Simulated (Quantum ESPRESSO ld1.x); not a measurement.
The numbers below are computed, except where a source is named.
Q: Ir XXII, 56 electrons, occupied as [Kr] 4d10 4f10. Level of theory: Dirac Kohn-Sham, PBEsol, spin-unpolarised, spherical densities, point nucleus; open shells fill j = l - 1/2 first (ld1.x of Quantum ESPRESSO 7.5). Some entries of the table are withheld. Estimate them.

orbital,occ.,eigenvalue (eV),<r^2> (bohr^2)
1s1/2,2,-76559.2,0.0004195
2s1/2,2,-13844.4,0.006359
2p1/2,2,(1),(2)
2p3/2,4,(3),(4)
3s1/2,2,-3662.04,0.04132
3p1/2,2,-3412.15,0.03776
3p3/2,4,-3055.09,0.04420
3d3/2,4,-2638.34,(5)
3d5/2,6,-2561.12,(6)
4s1/2,2,-1195.60,0.1956
4p1/2,2,-1089.47,0.1987
4p3/2,4,-1000.67,0.2282
4d3/2,4,-826.120,0.2351
4d5/2,6,-808.959,0.2446
4f5/2,6,-585.423,0.2496
4f7/2,4,-581.471,0.2541
5s1/2,0,-545.121,0.7542
5p1/2,0,-502.945,0.8060
5p3/2,0,-477.034,0.8940
5d3/2,0,-409.141,1.020
5d5/2,0,-404.144,1.048

A: 
(1) 2p1/2 eigenvalue (eV): -13285.8
(2) 2p1/2 <r^2> (bohr^2): 0.004517
(3) 2p3/2 eigenvalue (eV): -11658.4
(4) 2p3/2 <r^2> (bohr^2): 0.005710
(5) 3d3/2 <r^2> (bohr^2): 0.03402
(6) 3d5/2 <r^2> (bohr^2): 0.03578
